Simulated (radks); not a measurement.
Question: The europium ion Eu6+ is in [Xe] 4f(5/2: 3, 7/2: 0). Calculated with a radial shooting solver on a logarithmic mesh with Libxc functionals: Dirac Kohn-Sham, BLYP, spin-unpolarised, spherical densities, finite nucleus; Fermi nuclear charge, rms radius of each element as measured or else 0.836 A^(1/3) + 0.57 fm. Sub-shells are occupied by j as written (lower j first in brackets). One electron is removed from 5p1/2, 4f5/2, 5s1/2, 5p3/2 in turn, with full relaxation. Which removal costs least, and what does each cost?

Answer: 5p3/2 105.42 eV; 4f5/2 111.32 eV; 5p1/2 111.35 eV; 5s1/2 133.26 eV. The 5p3/2 electron leaves first.
